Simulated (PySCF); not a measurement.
# AlAs⁻: frontier orbitals

PBE0 at R = 2.221 Å; basis Al def2-TZVPPD, As def2-TZVPPD; no relativity; PySCF 2.14. State: ²Σ⁺ (doublet), unpaired electrons σ ↑. Only the outer orbitals are listed, counted within each symmetry.

| spin | orbital | occ. | ε (eV) | on Al (%) | main shells (%) |
| --- | --- | --- | --- | --- | --- |
| α | 10σ | 1 | -10.04 | 17 | 82 As s, 10 Al s |
| α | 11σ | 1 | -3.94 | 68 | 67 Al s, 23 As p, 9 As s |
| α | 12σ | 1 | -1.01 | 58 | 44 Al p, 36 As p, 13 Al s |
| α | 5π | 1 | -0.45 | 36 | 65 As p, 32 Al p |
| α | 5π | 1 | -0.45 | 36 | 65 As p, 32 Al p |
| α | 6π | 0 | 3.36 | 80 | 55 Al p, 25 Al d, 14 As p |
| α | 6π | 0 | 3.36 | 80 | 55 Al p, 25 Al d, 14 As p |
| β | 10σ | 1 | -9.40 | 17 | 82 As s, 12 Al s |
| β | 11σ | 1 | -3.03 | 71 | 71 Al s, 19 As p, 10 As s |
| β | 5π | 1 | -0.31 | 38 | 63 As p, 33 Al p |
| β | 5π | 1 | -0.31 | 38 | 63 As p, 33 Al p |
| β | 12σ | 0 | 1.55 | 59 | 45 Al p, 30 As p, 12 Al s |
| β | 6π | 0 | 3.69 | 78 | 57 Al p, 20 Al d, 16 As p |
| β | 6π | 0 | 3.69 | 78 | 57 Al p, 20 Al d, 16 As p |

**Question.** Which are the highest filled and the lowest empty level, where do they sit, and how wide is the gap?

**Answer.** Highest filled β 5π at -0.31 eV (in %: 63 As p, 33 Al p); lowest empty β 12σ at 1.55 eV (in %: 45 Al p, 30 As p, 12 Al s); the gap at PBE0 is 1.86 eV. An empty level above zero is unbound, and its energy depends on the basis.

```
bond order (Mayer)                                                                                                 : 2.68
⟨S²⟩                                                                                                               : 0.762
charge on Al (Mulliken, basis-dependent)                                                                           : -0.81
charge on Al (Löwdin, basis-dependent)                                                                             : -0.84
dipole moment (positive dipole points towards As; it is taken about the centre of mass and depends on that origin) : 0.59 D
polarisability along the bond                                                                                      : 166.5 bohr³
polarisability across the bond                                                                                     : 178.6 bohr³
```

Spin–orbit coupling is left out. The state was picked by a PBE0 search and need not be the measured ground state.
